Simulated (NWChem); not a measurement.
Molecule: C$_{3}$HBrF$_{2}$; SMILES FC(F)=C=CBr

Program: NWChem. All runs use the structure optimised with PBE0/def2-SVP. COSMO at B3LYP/def2-SVP, default radii, gas-phase geometry; f = (ε − 1)/ε scales the surface charges.

```csv
row,f,electrostatic solvation energy (kcal/mol)
ε = 4.8,0.7917,-1.38
ε = 11.7,0.9145,-1.62
ε = 20.7,0.9517,-1.69
ε = 25.0,0.9600,-1.71
ε = 46.7,0.9786,withheld
```

Fit a straight line of the last column on the one before it, predict the withheld value, and compare with the run.


1. Means of the 4 shown rows: x = 0.90447, y = -1.600. Slope Σ(x − x̄)(y − ȳ)/Σ(x − x̄)² = -0.03537/0.01813 = -1.951; intercept 0.165.
2. The shown rows scatter about the line by 0.001 (root mean square); the largest residual is 0.00, at ε = 25.0.
3. At x = 0.9786 (ε = 46.7; beyond the shown range) the line gives -1.74.
4. The run gives -1.74, 0.00 from the line.
